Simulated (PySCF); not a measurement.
C5H6BF, SMILES C#CC(=C)B(C)F.

The structure is a stationary point at PBE0-D3(BJ)/def2-SVP. This is a generated structure with no PubChem entry under its InChIKey; it may be hypothetical. Other conformers were not sampled.

Computed with PBE/def2-TZVP in PySCF.

Isolated molecule, no solvent.

**Question.** Estimate the frontier levels, gap, dipole moment and polarisability. (An estimate is asked for; the answer gives what the named calculation found.)

**Answer.** 
```yaml
highest_occupied_level: -6.27 eV
lowest_empty_level: -2.74 eV
orbital_gap: 3.53 eV
dipole_moment: 1.59 D
quadrupole, principal values (traceless, Buckingham form, about the centre of nuclear charge): -3.81, -3.15, 6.96 D·Å
mean_static_polarisability: 75.0 bohr³ (11.12 Å³)
polarisability_principal_values: 46.3, 73.9, 104.9 bohr³
```
